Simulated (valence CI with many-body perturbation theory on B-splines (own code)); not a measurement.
# Cd15+ in brief

Method: valence CI with perturbative core correlation (CI+MBPT): five valence electrons over a frozen Dirac-Fock core [Ar] 3d10, radial functions for each j: 9 s, 9 p, 8 d, 6 f, 3 g, 1 h, with the one-electron correlation potential Σ1, the two-electron term Σ2, the three-electron term Σ3, Breit, model QED; selected CI, second order for the rest (own B-spline code, finite nucleus).

No measured spectrum was set against this ion. As an estimate, levels hold to about 250 cm⁻¹ or 0.2 % of their energy and the worst to 1 %, as in measured heavy ions of charge 2 to 7; those with d or f electrons hold less well. Among the levels kept, up to 320 cm⁻¹ of a level comes from second order outside the variational space, and about a tenth of that is noise between levels of different J, which matters for small intervals.

Names give the largest LS component (configuration and term), which can be under half, so a name can repeat, a term be missing and a line seem to break the LS rules; names also repeat where a configuration has a term twice.

Rates and lifetimes use the calculated energies. Strong lines usually hold to 10 to 20 %, long lifetimes can be off by a factor of two.

(1) What is the ground level?

(2) What are the static dipole polarisabilities of the lowest levels?

(3) Among levels below 869130 cm⁻¹, which E1 lines absorb most strongly from the ground level?

(4) What is the ionisation energy?

(5) How well does LS coupling describe the low levels?

## Answers

(1) 4s²4p³ ⁴S°_3/2, composition 57 % 4s²4p³ ⁴S° + 27 % 4s²4p³ ²P° + 13 % 4s²4p³ ²D°, g = 1.649.

(2) 4s²4p³ ⁴S°_3/2 0.445 (tensor 0.015); 4s²4p³ ²D°_3/2 0.456 (tensor 0.020); 4s²4p³ ²D°_5/2 0.456; 4s²4p³ ²P°_1/2 0.453 bohr³, of which the core gives 0.0237.

(3) to 4s²4p²4d ⁴P_5/2 at 15.71 nm, f = 0.932; to 4s²4p²4d ⁴P_3/2 at 15.57 nm, f = 0.592; to 4s²4p²4d ⁴P_1/2 at 15.54 nm, f = 0.319.

(4) 386.8 eV; NIST lists 385 ± 3 eV (theoretical).

(5) Among the lowest 20 levels the leading LS term, summed over configurations, holds 72 % on average. For single configurations the figures are 66 % in LS and 71 % in jj coupling. Terms mix most in the J = 1/2 level at 487520 cm⁻¹, where the leading one holds 45 %.
